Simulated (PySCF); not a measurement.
Geometries of 4 isomers of C3H8O2Si, from PBE0-D3(BJ)/def2-SVP geometry optimisation, gas phase (PySCF 2.14.0). One conformer each, no zero-point energy, no frequencies.

Task: Which is lowest in electronic energy at this level?
A.
```xyz
14
angstrom
C      2.399    0.425    0.248
O      1.060    0.405    0.708
C      0.379   -0.728    0.478
O      0.856   -1.680   -0.082
C     -1.030   -0.620    0.972
Si    -2.128    0.454   -0.145
H      2.440    0.322   -0.847
H      2.816    1.392    0.552
H      2.980   -0.397    0.692
H     -1.043   -0.160    1.972
H     -1.458   -1.630    1.027
H     -2.071   -0.046   -1.550
H     -1.675    1.875   -0.107
H     -3.534    0.373    0.352
```
B.
```xyz
14
angstrom
C     -2.771   -0.155    0.401
C     -1.789    0.579    0.931
O     -0.462    0.434    0.756
C     -0.015   -0.616   -0.084
Si     1.873   -0.494   -0.093
O      2.308    1.047   -0.544
H     -2.591   -0.998   -0.268
H     -3.804    0.093    0.643
H     -1.992    1.421    1.601
H     -0.425   -0.493   -1.105
H     -0.367   -1.597    0.290
H      2.373   -0.844    1.272
H      2.441   -1.429   -1.102
H      1.816    1.741   -0.091
```
C.
```xyz
14
angstrom
C     -2.314   -0.470   -0.230
C     -1.437    0.436   -0.681
C     -0.198    0.870    0.027
Si     1.237   -0.179   -0.589
O      0.800   -1.778   -0.521
O      1.525    0.347   -2.142
H     -2.217   -0.921    0.764
H     -3.177   -0.770   -0.830
H     -1.587    0.855   -1.684
H     -0.279    0.712    1.115
H      0.024    1.934   -0.152
H      2.463   -0.070    0.247
H     -0.130   -1.921   -0.744
H      2.191   -0.137   -2.639
```
D.
```xyz
14
angstrom
O      1.066    0.851   -0.827
C      1.456   -0.013   -0.081
O      2.729   -0.413   -0.051
C      0.578   -0.773    0.872
C     -0.700   -0.028    1.231
Si    -1.753    0.615   -0.220
H      3.199    0.104   -0.724
H      0.344   -1.727    0.365
H      1.173   -1.049    1.757
H     -1.344   -0.693    1.829
H     -0.468    0.832    1.882
H     -1.469    2.028   -0.594
H     -1.626   -0.284   -1.408
H     -3.185    0.558    0.228
```

Result: C. That is `[SiH](CC=C)(O)O`, 30.5 kcal/mol below the next.

```
        SMILES                     atoms numbered as above      E (Eh)  relative (kcal/mol)  relative (kJ/mol)  dipole (D)
 C=CC[SiH](O)O  [CH2:1]=[CH:2][CH2:3][SiH:4]([OH:5])[OH:6]  -558.43687                  0.0                0.0        0.57
O=C(O)CC[SiH3]   [O:1]=[C:2]([OH:3])[CH2:4][CH2:5][SiH3:6]  -558.38823                 30.5              127.7        2.41
COC(=O)C[SiH3]    [CH3:1][O:2][C:3](=[O:4])[CH2:5][SiH3:6]  -558.37320                 40.0              167.2        1.70
  C=COC[SiH2]O    [CH2:1]=[CH:2][O:3][CH2:4][SiH2:5][OH:6]  -558.35941                 48.6              203.4        1.29
```
